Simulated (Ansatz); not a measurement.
Start from `C=C(F)NC` and change one element to get `C=C(I)NC`.

Ansatz, PBE0-D4/def2-TZVP geometries, multiplicity 1. Each molecule was computed in one conformer, which needn't be the lowest.

Elements past krypton have def2 core potentials.

```csv
property,`C=C(F)NC`
size of the dipole moment (B3LYP/def2-TZVPP) / D,2.29
HOMO–LUMO gap (ωB97M-V/def2-TZVPP) / eV,10.83
HOMO energy (ωB97M-V/def2-TZVPP) / eV,-8.42
HOMO energy (PBE/def2-TZVPP) / eV,-5.00
HOMO energy (B3LYP/def2-TZVPP) / eV,-6.00
LUMO energy (ωB97M-V/def2-TZVPP) / eV,2.41
```

Q: What does the change do to each property? (Estimate.)

A: The calculation gave: 
```csv
property,`C=C(I)NC`,shift
size of the dipole moment (B3LYP/def2-TZVPP) / D,2.18,-0.11
HOMO–LUMO gap (ωB97M-V/def2-TZVPP) / eV,9.56,-1.27
HOMO energy (ωB97M-V/def2-TZVPP) / eV,-8.39,0.03
HOMO energy (PBE/def2-TZVPP) / eV,-5.10,-0.10
HOMO energy (B3LYP/def2-TZVPP) / eV,-6.01,-0.01
LUMO energy (ωB97M-V/def2-TZVPP) / eV,1.17,-1.24
```

Dipoles are sizes alone; their direction can turn.

B3LYP here is the variant with VWN-RPA as its local correlation; programs differ in this.

Spin–orbit coupling is left out; it splits and shifts lone-pair levels of the heavy atoms by tenths of an eV.
